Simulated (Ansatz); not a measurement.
One geometry of `[CH3][Ti]12345678([Cl])([C@H]9[C@@H]1[C@@H]2[C@@H]3[C@H]94)[C@H]1[C@@H]5[C@@H]6[C@@H]7[C@H]18`, several functionals.

```yaml
crystal:
  periodic: [false, false, false]
  atoms:
    - {symbol: C, position_ang: [-0.072768, -1.429912, 1.674609]}
    - {symbol: Ti, position_ang: [-0.102945, -0.344503, -0.190812]}
    - {symbol: Cl, position_ang: [-0.677520, -2.219262, -1.417333]}
    - {symbol: C, position_ang: [-2.473921, -0.124892, -0.024164]}
    - {symbol: C, position_ang: [-2.069538, 0.581447, -1.176353]}
    - {symbol: C, position_ang: [-1.262216, 1.654049, -0.767896]}
    - {symbol: C, position_ang: [-1.155684, 1.607744, 0.641020]}
    - {symbol: C, position_ang: [-1.920280, 0.516067, 1.096615]}
    - {symbol: C, position_ang: [2.171886, -1.087834, -0.353951]}
    - {symbol: C, position_ang: [2.123407, -0.061901, 0.612620]}
    - {symbol: C, position_ang: [1.744394, 1.125867, -0.035733]}
    - {symbol: C, position_ang: [1.552720, 0.831260, -1.407555]}
    - {symbol: C, position_ang: [1.836850, -0.531627, -1.598860]}
    - {symbol: H, position_ang: [0.118178, -0.814131, 2.557284]}
    - {symbol: H, position_ang: [-1.041607, -1.919580, 1.791101]}
    - {symbol: H, position_ang: [0.698005, -2.199786, 1.612490]}
    - {symbol: H, position_ang: [-3.054358, -1.033509, -0.015501]}
    - {symbol: H, position_ang: [-2.296443, 0.307228, -2.194968]}
    - {symbol: H, position_ang: [-0.799848, 2.382405, -1.414718]}
    - {symbol: H, position_ang: [-0.607119, 2.297066, 1.263544]}
    - {symbol: H, position_ang: [-2.046027, 0.219258, 2.124582]}
    - {symbol: H, position_ang: [2.372560, -2.130703, -0.165288]}
    - {symbol: H, position_ang: [2.327670, -0.173151, 1.665342]}
    - {symbol: H, position_ang: [1.628018, 2.092742, 0.427145]}
    - {symbol: H, position_ang: [1.266627, 1.529745, -2.177831]}
    - {symbol: H, position_ang: [1.739970, -1.074058, -2.525401]}
basis:
  gaussian: {orbitals: def2-TZVPP}
hamiltonian: {xc: {name: r2SCAN0}, dispersion: d4}
output: {orbitals: {seedname: orbitals}}
```

```sh
$ ansatz run in.yaml --threads 11 --pin off --events-out ev --progress --plain --max-ram 110592MiB --backend cuda --devices 0, --max-vram 75GiB
```

Shortened log:

```
Functional definition: r2SCAN0
3584 factors; their error is unknown
mean field evaluation 1: about -47229.9821 eV, gradient 1.0e2 eV
mean field evaluation 2: about -47049.0023 eV, gradient 3.8e2 eV
mean field evaluation 4: about -47242.3094 eV, gradient 8.4e1 eV
mean field evaluation 8: about -47253.8336 eV, gradient 6.3e-1 eV
mean field evaluation 16: about -47253.9884 eV, gradient 1.1e-2 eV
mean field -47253.98837606 eV, -1736.5520429164 hartree, gradient 5.5e-5 eV, S^2 0.000000; 0 other end points of the search recorded, 0 dependent functions left out
reference -47253.98838949 eV, -1736.5520434100 hartree; 59, 59 occupied and 570, 570 virtual orbitals, 3584 factors
Total energy: -47254.31020768 eV, -1736.5638700106 hartree
```

Run time 3.1 s (11 threads of an AMD EPYC 7R13 on a shared host and a whole NVIDIA H100 80 GB); peak host memory 1.9 GiB.

The same input with `hamiltonian: {xc: {name: LC-wPBE}}` (abridged; 3.3 s):

```
Functional definition: LC-wPBE
mean field evaluation 16: about -47247.4521 eV, gradient 1.2e-3 eV
mean field -47247.45207448 eV, -1736.3118382639 hartree, gradient 6.1e-5 eV, S^2 0.000000
Total energy: -47247.45207449 eV, -1736.3118382642 hartree
```

With the line `hamiltonian: {xc: lda}` (abridged; 2.5 s):

```
Functional definition: SPW92
mean field evaluation 16: about -47061.9662 eV, gradient 9.4e-6 eV
mean field -47061.96621395 eV, -1729.4953586161 hartree, gradient 9.4e-6 eV, S^2 0.000000
Total energy: -47061.96626886 eV, -1729.4953606341 hartree
```

With the line `hamiltonian: {xc: {name: B97M-V}}` (abridged; 4 s):

```
Functional definition: B97M-V
mean field -47256.59771201 eV, -1736.6479342438 hartree, gradient 3.7e-5 eV, S^2 0.000000
Total energy: -47256.59779833 eV, -1736.6479374162 hartree
```

Changing it to `hamiltonian: {xc: {name: wB97M-V}}` and forces (abridged; 6 s):

```
Functional definition: wB97M-V
mean field evaluation 16: about -47257.2012 eV, gradient 3.7e-3 eV
mean field -47257.20120314 eV, -1736.6701121340 hartree, gradient 4.3e-5 eV, S^2 0.000000
Total energy: -47257.20127221 eV, -1736.6701146721 hartree
Atom 0 force    -0.001764    -0.039249    -0.021949 eV/Å
Atom 1 force     0.037862     0.108281     0.114851 eV/Å
Atom 2 force    -0.030632    -0.107219    -0.044563 eV/Å
Atom 3 force    -0.054065    -0.139503     0.023252 eV/Å
Atom 4 force    -0.015823    -0.013522    -0.147508 eV/Å
Atom 5 force     0.034108     0.091210    -0.095418 eV/Å
Atom 6 force     0.088491     0.070948     0.094255 eV/Å
Atom 7 force    -0.050628    -0.021967     0.130887 eV/Å
Atom 8 force    -0.015326    -0.153514     0.008542 eV/Å
Atom 9 force     0.037483     0.017717     0.140003 eV/Å
Atom 10 force    -0.015038     0.115225     0.074191 eV/Å
Atom 11 force    -0.025676     0.075667    -0.123561 eV/Å
Atom 12 force     0.007970    -0.056799    -0.124739 eV/Å
Atom 13 force    -0.013347    -0.035076    -0.055520 eV/Å
Atom 14 force     0.066514     0.023029     0.002984 eV/Å
Atom 15 force    -0.053364     0.042483     0.018147 eV/Å
Atom 16 force     0.036952     0.058122    -0.000250 eV/Å
Atom 17 force     0.011642     0.019465     0.067218 eV/Å
Atom 18 force    -0.029107    -0.044332     0.041177 eV/Å
Atom 19 force    -0.036920    -0.038701    -0.038823 eV/Å
Atom 20 force     0.008360     0.019570    -0.069211 eV/Å
Atom 21 force    -0.013999     0.064681    -0.011687 eV/Å
Atom 22 force    -0.013202     0.006451    -0.066519 eV/Å
Atom 23 force     0.008207    -0.057301    -0.029028 eV/Å
Atom 24 force     0.021804    -0.044527     0.048811 eV/Å
Atom 25 force     0.009500     0.038860     0.064457 eV/Å
Dipole moment:     0.176884     0.723069     0.163336 e Å
```
